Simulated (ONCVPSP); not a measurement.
# An all-electron radial function and its pseudo partner (Mg (Z = 12))

Columns: radius, all-electron u(r) and pseudo u(r) of the 2p shell (level -47.16 eV) of magnesium in the configuration [He] 2s2 2p6 3s1.75 3p0.25; PBE, scalar-relativistic, ONCV scheme, ONCVPSP 4.0.1.

```json
{"r (bohr)": "0.075", "all-electron": "0.1945", "pseudo": "0.0590"}
{"r (bohr)": "0.150", "all-electron": "0.5177", "pseudo": "0.2228"}
{"r (bohr)": "0.225", "all-electron": "0.7972", "pseudo": "0.4575"}
{"r (bohr)": "0.300", "all-electron": "0.9916", "pseudo": "0.7166"}
{"r (bohr)": "0.375", "all-electron": "1.1036", "pseudo": "0.9531"}
{"r (bohr)": "0.450", "all-electron": "1.1486", "pseudo": "1.1304"}
{"r (bohr)": "0.525", "all-electron": "1.1444", "pseudo": "1.2286"}
{"r (bohr)": "0.600", "all-electron": "1.1071", "pseudo": "1.2475"}
{"r (bohr)": "0.675", "all-electron": "1.0488", "pseudo": "1.2003"}
{"r (bohr)": "0.750", "all-electron": "0.9786", "pseudo": "1.1096"}
{"r (bohr)": "0.825", "all-electron": "0.9026", "pseudo": "0.9983"}
{"r (bohr)": "0.900", "all-electron": "0.8252", "pseudo": "0.8848"}
{"r (bohr)": "0.975", "all-electron": "0.7492", "pseudo": "0.7804"}
{"r (bohr)": "1.050", "all-electron": "0.6764", "pseudo": "0.6895"}
{"r (bohr)": "1.125", "all-electron": "0.6080", "pseudo": "0.6119"}
{"r (bohr)": "1.200", "all-electron": "0.5444", "pseudo": "0.5450"}
{"r (bohr)": "1.275", "all-electron": "0.4860", "pseudo": "0.4860"}
{"r (bohr)": "1.350", "all-electron": "0.4328", "pseudo": "0.4327"}
{"r (bohr)": "1.425", "all-electron": "0.3845", "pseudo": "0.3845"}
{"r (bohr)": "1.500", "all-electron": "0.3409", "pseudo": "0.3409"}
{"r (bohr)": "1.575", "all-electron": "0.3018", "pseudo": "0.3018"}
{"r (bohr)": "1.650", "all-electron": "0.2668", "pseudo": "0.2667"}
{"r (bohr)": "1.725", "all-electron": "0.2355", "pseudo": "0.2355"}
{"r (bohr)": "1.800", "all-electron": "0.2077", "pseudo": "0.2077"}
{"r (bohr)": "1.875", "all-electron": "0.1831", "pseudo": "0.1831"}
{"r (bohr)": "1.950", "all-electron": "0.1613", "pseudo": "0.1613"}
```

Q: How many radial nodes do the two functions have?

A: The all-electron 2p function has n − l − 1 = 0; the pseudo-wave has 0.

Q: At about which radius was the pseudo-wave matched?

A: 1.30 bohr, where the columns begin to agree (steps of 0.07 bohr).

Q: Where does each function peak?

A: Outermost all-electron maximum near 0.45 bohr, pseudo maximum near 0.60 bohr (to the table’s step).

Q: Is the pseudo-wave norm-conserving?

A: Yes: the ONCV scheme keeps the norm inside the radius equal to the all-electron one, which fixes the energy derivative of the logarithmic derivative at the level.
